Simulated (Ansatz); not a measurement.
Consider the substitution at a C–Si bond: `S[SiH2]C1BC1` + HCl → `ClC1BC1` + `[SiH3]S`.

Calculated with Ansatz (gas phase, PBE0-D4/def2-TZVP geometries, no zero-point term in ΔE). CCSD(T)/CBS adds triple-zeta CCSD(T) − MP2 to the extrapolated MP2 energy (def2 sets, frozen cores). This one scheme is used for every species. Each species was taken in one conformer, which may not be the lowest.

`S[SiH2]C1BC1`:

Cartesian coordinates in Å:
```
S 0.625 -1.431 2.549
Si 0.752 0.178 1.146
C -0.649 0.187 -0.055
B -0.605 -0.577 -1.365
C -0.437 0.931 -1.405
H 0.575 -2.387 1.606
H 0.772 1.390 2.005
H 2.018 0.124 0.365
H -1.624 0.262 0.427
H -0.728 -1.611 -1.928
H -1.241 1.557 -1.784
H 0.543 1.375 -1.562
```

HCl:

Z-matrix (Å, degrees):
```
Cl
H 1 1.279
```

`ClC1BC1`:

```xyz
8

Cl    0.185    0.753    2.070
C     0.589    0.297    0.416
B     0.038   -1.038   -0.079
C    -0.528    0.263   -0.630
H     1.531    0.728    0.100
H    -0.035   -2.209    0.069
H    -0.240    0.660   -1.599
H    -1.540    0.545   -0.346
```

`[SiH3]S`:

Cartesian coordinates in Å:
```
Si 0.074 0.117 0.509
S 0.236 -1.030 -1.287
H 0.692 1.459 0.359
H 0.810 -0.667 1.529
H -1.341 0.287 0.924
H -0.472 -0.167 -2.034
```

```
       species  MP2/def2-QZVPP energy (Eh)
`S[SiH2]C1BC1`                  -791.80674
           HCl                  -460.33593
     `ClC1BC1`                  -562.90748
     `[SiH3]S`                  -689.19666
```

Work out ΔE.

ΔE = (-562.90748) + (-689.19666) − (-791.80674) − (-460.33593) = 0.03853 Eh = +101.2 kJ/mol. CCSD(T)/CBS gives +96.1 kJ/mol.

Largest T1 diagnostic among the species: 0.011.

From PBE to PBE0 (25 % exact exchange), in def2-TZVPP and without D4, ΔE moves by +4.2 kJ/mol. In def2-TZVPP, CCSD(T) changes the Hartree–Fock value by +14.7 kJ/mol (the triples alone add +1.1 kJ/mol) and MP2 by +19.7 kJ/mol. The D4 term adds +7.2 kJ/mol with B3LYP and +4.4 kJ/mol with PBE0; it sums over pairs of atoms, weighted by their polarisabilities, and B3LYP, whose exchange is more repulsive, gets the larger term.

B3LYP here is the variant with VWN-RPA as its local correlation; programs differ in this.
